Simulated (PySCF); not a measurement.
Bi²⁺ (bismuth, charge +2) across methods

[Xe] 4f14 5d10 6s2 6p1, 2P determinant. All numbers are calculated (PySCF 2.14, the spin-free X2C one-electron Hamiltonian (Gaussian nucleus), in x2c-QZVPPall).

```tsv
method	E (hartree)	mean ε 6s α (eV)	mean ε 6s β (eV)	mean ε 6p α (eV)	Σ⟨r²⟩ (bohr²)	⟨S²⟩
PBE	-21534.80	-30.903	-30.226	-19.620	49.66	0.751
r2SCAN	-21534.73	-31.290	-30.380	-19.965	49.54	0.753
UHF	-21528.61208	-35.208	-33.052	-23.370	49.99	0.756
LDA	-21521.93	-31.271	-30.693	-19.760	49.58	0.750
```

(1) Estimate the same row for PBE0.

Spin-orbit coupling, absent here, splits the open shell strongly.

## Answers

(1) E (hartree) = -21534.50; mean ε 6s α (eV) = -32.241; mean ε 6s β (eV) = -31.221; mean ε 6p α (eV) = -20.735; Σ⟨r²⟩ (bohr²) = 49.61; ⟨S²⟩ = 0.752.
